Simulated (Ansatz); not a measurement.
Ansatz results at the PBE0-D4/def2-TZVP geometry: size of the dipole moment (ωB97M-V/def2-TZVPP) 0.69 D; ideal-gas entropy at 298 K and 1 bar (rigid rotor, harmonic PBE0-D4/def2-TZVP) 354 J/(mol·K); HOMO–LUMO gap (ωB97M-V/def2-TZVPP) 11.98 eV.

Each molecule was computed in one conformer, which needn't be the lowest.

Which molecule gave them?
A. `[SeH][SiH]1BC1`
B. `[SbH2][TeH]`
C. `CO[C](=N)[GeH3]`
D. `[SiH3][GeH2][SiH2]Cl`

C. The others give `[SbH2][TeH]`: 0.99, 313, 8.56; `[SiH3][GeH2][SiH2]Cl`: 1.22, 402, 11.11; `[SeH][SiH]1BC1`: 1.62, 337, 9.37.
